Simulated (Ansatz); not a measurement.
Abridged output of a molecular run in Ansatz:

```
Functional definition: HF
1877 factors; integrals over basis functions are off by at most 1.2e-3 eV
mean field evaluation 1: about -126853.2652 eV, gradient 4.7e1 eV
mean field evaluation 2: about -126853.4946 eV, gradient 4.8e1 eV
mean field evaluation 4: about -126858.4250 eV, gradient 4.0e0 eV
mean field evaluation 8: about -126858.4923 eV, gradient 2.7e-1 eV
mean field -126858.49287455 eV, -4661.9636253648 hartree, gradient 4.6e-6 eV, S^2 0.000000; 0 other end points of the search recorded, 0 dependent functions left out
25 core orbitals not correlated: weight in the atoms' cores, before any rotation towards them, 1.000 or more for the frozen orbitals, at most 0.000 for the correlated occupied ones
reference -126858.49287455 eV, -4661.9636253648 hartree; 26, 26 occupied and 261, 261 virtual orbitals, 1877 factors
second order -30.77712720 eV of doubles, -0.00000000 eV of singles
cycle   1  -30.81805507 eV  change   -4.1e-2 eV  update   1.3e-1
cycle   2  -31.71792521 eV  change   -9.0e-1 eV  update   3.5e-2
cycle   3  -31.84606692 eV  change   -1.3e-1 eV  update   1.7e-2
cycle   4  -31.82887991 eV  change    1.7e-2 eV  update   3.8e-3
cycle   5  -31.82855290 eV  change    3.3e-4 eV  update   1.9e-3
cycle   6  -31.82887381 eV  change   -3.2e-4 eV  update   5.6e-4
cycle   7  -31.82859249 eV  change    2.8e-4 eV  update   2.5e-4
cycle   8  -31.82860985 eV  change   -1.7e-5 eV  update   8.2e-5
cycle   9  -31.82862703 eV  change   -1.7e-5 eV  update   3.0e-5
perturbative correction -1.29506481 eV, -0.0475927538 hartree
Total energy: -126891.61656639 eV, -4663.1808985879 hartree
```

Its atoms:

```xyz
13

N    -1.668   -0.187   -0.450
Ge   -1.187    1.245    0.620
S     0.901    1.771    0.133
Ge    1.757   -0.292    0.401
N     1.326   -1.477   -0.922
H    -2.481   -0.684   -0.107
H    -1.837    0.072   -1.414
H    -2.015    2.524    0.385
H    -1.333    0.733    2.062
H     1.201   -0.846    1.721
H     3.278   -0.095    0.420
H     0.318   -1.515   -1.033
H     1.742   -1.249   -1.816
```

Problem. Which basis set was used?
A. def2-SVPD
B. cc-pV(Q+d)Z
C. def2-QZVPP
D. def2-TZVPP

Solution. D. It gives 312 functions.

Problem. Write the keys of the input that set method, charge and spin (a neutral closed shell needs none for the last two).

Solution. 
```yaml
correlation: {method: ccsd_t}
```
